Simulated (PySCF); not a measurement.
disulfane (H₂S₂), SMILES SS. Atoms are numbered in the order given.

```xyz
4

S      1.0337     0.0675     0.0552
S     -1.0337    -0.0675     0.0552
H      1.2946    -0.8630    -0.8839
H     -1.2946     0.8630    -0.8839
```
Charge 0, spin multiplicity 1.

The structure is a stationary point at B3LYP-D3(BJ)/def2-TZVP.

These are PBE0/pcJ-1 (PySCF) values and carry that method's errors.

Isotropic couplings with Fermi-contact, spin-dipole and both spin-orbit terms, one fixed conformer, no vibrational averaging. Isotopes: 1H.

Computed spin–spin coupling constants:
```
pair   bonds apart  J (Hz)
-----  -----------  ------
H3–H4            3    -2.0
```
